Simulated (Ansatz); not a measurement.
`C1CO[SiH2]C1` → `CC(C)O[SiH]`  (isomerisation)

Program: Ansatz. Geometries: PBE0-D4/def2-TZVP. ΔE: electronic, gas phase. CBS: MP2 limit from def2 TZ/QZ plus the TZ coupled-cluster correction, frozen cores. Functionals use def2-TZVPP. Each species was taken in one conformer, which may not be the lowest.

```tsv
level	ΔE (kcal/mol)
BLYP-D4	23.9
B97M-V	28.4
r2SCAN0-D4	34.4
PBE	28.3
r2SCAN	32.6
MP2/def2-SVP	28.5
HF/def2-TZVPP	30.7
HF/CBS(def2)	30.8
```

Task: What does CCSD(T)/CBS give? (Best estimate.)

Result: Ansatz gave: +30.1 kcal/mol. The listed levels differ from it by -6.2, -1.7, 4.3, -1.8, 2.5, -1.6, 0.6, 0.7 kcal/mol.

Task: What do rigid-rotor, harmonic-oscillator terms from PBE0-D4/def2-TZVP frequencies (298.15 K, 1 bar) make of the CCSD(T)/CBS value? (An estimate is asked.)

Result: Ansatz gave: ΔZPE = -0.1 kcal/mol, ΔH = +30.9 kcal/mol, ΔS = 29 J/(mol·K), ΔG = +28.8 kcal/mol.

Largest T1 diagnostic among the species: 0.014.

From r2SCAN to r2SCAN0 (25 % exact exchange), in def2-TZVPP and without D4, ΔE moves by +1.8 kcal/mol. At CCSD(T), def2-SVP lies −5.6 kcal/mol from the extrapolated value and def2-TZVPP −1.0 kcal/mol. Leaving LDA and LC-ωPBE aside and taking each functional with its dispersion term where it has one, the values, not all of them listed here, spread over 10.7 kcal/mol, from BLYP-D4 to PBE-QIDH. LDA lies +3.4 kcal/mol from PBE without D4.

CCSD(T)/CBS has its own doubt, a few kJ/mol and more with outer-core shells, so smaller differences from it don't rank the levels.
